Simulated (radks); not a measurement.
Species: Te III. Configuration: [Kr] 4d10 5s2 5p2.

Method: scalar-relativistic Kohn-Sham, exchange-only LDA, spin-polarised, spherical densities, finite nucleus; open shells are filled with parallel spins first (spin-orbit coupling, left out, can overturn this in heavy ions); Fermi nuclear charge, rms radius 4.7423 fm; computed with a radial shooting solver on a logarithmic mesh with Libxc functionals.

Energy parts (eV):
total: -184568.176
kinetic: 193423.339
electron-nucleus: -445900.638
Hartree: 72381.182
exchange: -4472.059

Orbitals (lengths in bohr, moments of r in powers of bohr; r(90%) holds 90 % of the orbital's charge):
| orbital | occ. | eigenvalue (eV) | r(90%) |
|---|---|---|---|
| 1s up | 1 | -31607.77 | 0.0500 |
| 1s down | 1 | -31607.69 | 0.0500 |
| 2s up | 1 | -4862.695 | 0.185 |
| 2s down | 1 | -4862.663 | 0.185 |
| 2p up | 3 | -4369.711 | 0.171 |
| 2p down | 3 | -4369.657 | 0.171 |
| 3s up | 1 | -981.2177 | 0.474 |
| 3s down | 1 | -981.1534 | 0.474 |
| 3p up | 3 | -820.9238 | 0.481 |
| 3p down | 3 | -820.8538 | 0.481 |
| 3d up | 5 | -577.7382 | 0.467 |
| 3d down | 5 | -577.6741 | 0.467 |
| 4s up | 1 | -181.6554 | 1.11 |
| 4s down | 1 | -181.5074 | 1.10 |
| 4p up | 3 | -131.8846 | 1.21 |
| 4p down | 3 | -131.7083 | 1.20 |
| 4d up | 5 | -59.4388 | 1.50 |
| 4d down | 5 | -59.0911 | 1.48 |
| 5s up | 1 | -32.5054 | 2.87 |
| 5s down | 1 | -30.4930 | 2.85 |
| 5p up | 2 | -22.2013 | 3.43 |
| 5p down | 0 | -19.9853 | 3.46 |

The highest occupied level is 5p up at -22.201 eV. The spin density at the nucleus is -3.360 e/bohr^3 (1s -0.247, 2s 0.062, 3s -0.012, 4s -0.132, 5s -3.030). The electron density at the nucleus is 2.34e+05 e/bohr^3 (large components only). The density falls to 0.001 e/bohr^3 at r = 3.94 bohr.
